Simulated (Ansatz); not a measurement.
Coupled-cluster diagnostics for [closo-B5H5]2- (B₅H₅²⁻), Ansatz.

Geometry of the singlet (PBE0-D4/def2-SVPD):

```csv
atom,x (Å),y (Å),z (Å)
B1,-0.658,0.581,0.580
B2,-0.374,-0.791,-0.586
B3,0.162,-0.826,1.011
B4,-0.161,0.826,-1.011
B5,1.032,0.209,0.005
H6,-1.430,1.263,1.260
H7,-0.812,-1.718,-1.272
H8,0.313,-1.594,1.952
H9,-0.312,1.595,-1.952
H10,2.241,0.454,0.012
```

Correlated methods freeze 5 core orbitals. A multiply charged anion in the gas phase is held together partly by the finite basis. Removing one electron lowers the energy by 2.60 eV at PBE0-D4/def2-TZVPD, so it isn't bound.

Estimate the CCSD(T) correlation energy, the shares of MP2 and (T), T1 and the reference's ⟨S²⟩ for: charge -2, singlet, own geometry in def2-TZVPPD; and the rough time on 4 threads of Intel Xeon on a shared host.


```
                           state        basis  correlation (eV)  MP2 share (%)  (T) share (%)     T1  ⟨S²⟩ (pure)  wall time          remarks
charge -2, singlet, own geometry  def2-TZVPPD           -18.395           91.0            5.8  0.014  0.00 (0.00)    9.1 min  HOMO above zero
```
Customary marks for T1 are 0.02 (closed shells), 0.045 (open shells) and about 0.05 (3d metals). T1 stays under 0.02 throughout.
